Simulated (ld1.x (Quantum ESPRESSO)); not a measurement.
hafnium, PAW: configuration errors across variants

```json
{
  "Element": "hafnium",
  "Generator": "ld1.x (Quantum ESPRESSO) 7.5",
  "Type": "PAW",
  "Functional": "PBE",
  "Relativity": "scalar-relativistic",
  "Frozen core": "[Kr] 4d10 4f14",
  "Valence charge": "12",
  "Reference configuration": "5s2 5p6 5d2 6s0 6p0 (charge +2)",
  "Partial waves": "5s (bound): rcut 1.65, rcutus 1.90 bohr; 6s (bound, empty): rcut 1.65, rcutus 1.90 bohr; 5p (bound): rcut 1.75, rcutus 2.10 bohr; 6p (bound, empty): rcut 1.75, rcutus 2.10 bohr; 5d (bound): rcut 1.65, rcutus 2.05 bohr; 5d channel at 1.65 Ry: rcut 1.65, rcutus 2.05 bohr; 5f channel at -0.15 Ry: rcut 1.80, rcutus 2.45 bohr",
  "Local potential": "all-electron potential smoothed inside 2.00 bohr (lloc = -2)",
  "Core correction": "Bessel-smoothed model core inside 1.95 bohr",
  "Augmentation charge": "BESSEL, radius 1.50 bohr"
}
```

All-electron excitation energies from the reference (eV): (1) 5s2 5p6 5d2 6s2 6p0 -22.156; (2) 5s2 5p6 5d2 6s1 6p0 -14.180; (3) 5s2 5p6 5d1 6s0 6p0 21.794; (4) 5s2 5p6 5d2 6s1 6p1 -18.330; (5) 5s2 5p6 5d3 6s0 6p0 -12.166; (6) 5s2 5p6 5d2 6s1.5 6p0 -18.902; (7) 5s2 5p6 5d2 6s0 6p1 -9.501.

Tests that are not counted but printed errors over 1 eV. “waves 5p (bound): rcut 1.75, rcutus 2.86 bohr; 6p (bound): rcut 1.75, rcutus 2.86 bohr”: 5s2 5p6 5d2 6s0 6p1 (solver errors, printed error -2.4 eV). “waves 5p (bound): rcut 1.75, rcutus 3.20 bohr; 6p (bound): rcut 1.75, rcutus 3.20 bohr”: 5s2 5p6 5d2 6s1 6p1 (solver errors, printed error -2.1 eV); 5s2 5p6 5d2 6s0 6p1 (solver errors, printed error -2.4 eV).

2 further variants failed, have other tests or too few solved ones, and are left out.

Errors AE − PS in meV (a dash: test not solved or not reliable):

```csv
change,(1),(2),(3),(4),(5),(6),(7),bound ghosts
base,+4.8,+2.8,-40,+4.4,-13,+3.7,+3.1,none
"waves 5p (bound): rcut 1.75, rcutus 1.88 bohr; 6p (bound): rcut 1.75, rcutus 1.88 bohr",+4.1,+2.5,-39,+4.1,-13,+3.2,+3.0,none
"waves 5p (bound): rcut 1.75, rcutus 2.00 bohr; 6p (bound): rcut 1.75, rcutus 2.00 bohr",+4.6,+2.7,-39,+4.3,-13,+3.5,+3.0,none
"waves 5p (bound): rcut 1.75, rcutus 2.26 bohr; 6p (bound): rcut 1.75, rcutus 2.26 bohr",+5.3,+2.9,-40,+4.4,-13,+4.0,+3.1,none
"waves 5p (bound): rcut 1.75, rcutus 2.72 bohr; 6p (bound): rcut 1.75, rcutus 2.72 bohr",+12,+5.4,-42,+2.7,-12,+8.4,+1.8,none
"waves 5p (bound): rcut 1.75, rcutus 2.86 bohr; 6p (bound): rcut 1.75, rcutus 2.86 bohr",+22,+8.6,-42,+17,-11,+15,–,none
"waves 5p (bound): rcut 1.75, rcutus 3.20 bohr; 6p (bound): rcut 1.75, rcutus 3.20 bohr",+46,+18,-37,–,-4.6,+32,–,none
```

**Question.** Give the same row for: waves 5p (bound): rcut 1.75, rcutus 2.52 bohr; 6p (bound): rcut 1.75, rcutus 2.52 bohr.

**Answer.** +7.5, +3.7, -40, +5.1, -12, +5.5, +4.3; bound ghosts: none.
